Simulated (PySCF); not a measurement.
All values below come from PBE-D3(BJ)/def2-TZVP // PBE-D3(BJ)/def2-SVP (PySCF). Gas-phase values, no solvent. One relaxed conformer stands for a flexible species; it need not be the lowest. 

Reference species: [Ni(H2O)4(NH3)2]2+ (excited triplet) (charge +2, multiplicity 3).

```json
{
 "spin population on the central atom (Mulliken)": "1.62",
 "mean_distance_from_the_central_atom_to_its_bonded_neighbours": "2.108 Å"
}
```

Changed species: [Ni(H2O)(NH3)5]2+ (triplet; the order of the spin states depends on the level) (5 of 6 H2O replaced by NH3, multiplicity 3; the reference has 2 of 6 H2O replaced by NH3, multiplicity 3).

What does the change do to the spin population on the central atom (Mulliken) and mean distance from the central atom to its bonded neighbours?

the spin population on the central atom (Mulliken) falls by 0.08, to 1.54; the mean distance from the central atom to its bonded neighbours goes up by 0.055 Å, to 2.163 Å.
